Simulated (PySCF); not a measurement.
# [PbI2]2+ at several levels of theory

Computed with PySCF 2.14.0 (density fitting, no spin-orbit coupling) at the geometry relaxed with PBE0:

```xyz
3
[PbI2]2+ (singlet)
Pb    0.0000    0.0000    0.1304
I     2.6420    0.0000    0.1282
I    -2.6420    0.0000    0.1282
```

```tsv
level	basis	state	HOMO (eV)	gap (eV)	charge on Pb1 (e)	dipole about the centre of mass (D)	largest force component (eV/Å)
PBE0	Pb def2-SVP with ECP60, I def2-SVP with ECP28	singlet	-18.18	2.68	0.99	0.00	0.00
CAM-B3LYP	the same	singlet	-19.37	4.80	0.97	0.00	0.00
PBE0	Pb def2-TZVP with ECP60, I def2-TZVP with ECP28	singlet	-18.08	2.83	1.08	0.00	0.34
```

Charges are Mulliken's, which hang on the basis. The relaxation used the grid (50, 194), these runs (75, 302) or, all-electron (x2c bases, spin-free X2C Hamiltonian), (99, 590).

Task: What does TPSS with Pb def2-SVP with ECP60, I def2-SVP with ECP28 give here?

Result: state singlet, HOMO (eV) -17.18, gap (eV) 1.07, charge on Pb1 (e) 0.97, dipole about the centre of mass (D) 0.00, largest force component (eV/Å) 0.28. Time: 19 s on 2 threads of Intel(R) Xeon(R) Processor @ 2.50GHz (Skylake/Cascade Lake), with other jobs on the host, from an already converged density.

In the first row's basis the gap widens with exact exchange: 1.1 eV for TPSS (none); 2.7 eV for PBE0 (a fixed share); 4.8 eV for CAM-B3LYP (rising or full at long range).
